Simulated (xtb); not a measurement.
xtb input:

```bash
xtb mol.xyz --gfn 1 --sp --chrg 0 --uhf 0
```
mol.xyz:
```
9

Cl    -1.87409000    -0.78446997     1.20796157
Si    -1.48001707    -0.27056961    -0.73006744
Cl    -2.07368942     1.65666715    -1.05315411
O      0.11408525    -0.39856603    -1.01701754
Si     1.60893018    -0.17979874    -0.41913363
Cl     1.66039707     1.53102343     0.69701252
Cl     2.10664348    -1.77179484     0.75938378
H     -2.19935386    -1.16315299    -1.63663459
H      2.55444885    -0.07739999    -1.52887389
```

Problem. Predict the final energy.

Solution. -26.94278 Eh (GFN1-xTB).
